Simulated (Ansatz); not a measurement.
```xyz
5

C    -0.0126   -0.3799   -0.0539
O    -0.0030   -0.3736    1.0519
O    -0.0154    0.6585   -0.9479
H    -0.0200   -1.2939   -0.6847
H    -0.0399    1.4150   -0.3451
```

Basis set: cc-pVDZ (spherical functions). Correlated methods keep 3 orbitals frozen. Charge 0, multiplicity 1.

Computed with Ansatz (development build ahead of 0.2.0); each method stands on the lowest determinant of its kind that the runs found. Restricted open shells among the atoms or ions are ROHF, correlated in semicanonical orbitals with singles.

Problem. Give the atomization energy at this shape (free ground-state atoms in the same class of orbitals less the molecule, no zero-point energy) of singlet CH₂O₂ by RHF-MP2, RHF.

Solution.

```tsv
method	atomization energy
RHF-MP2	460.64 kcal/mol
RHF	320.41 kcal/mol
```

Caution: the shape is not the minimum.
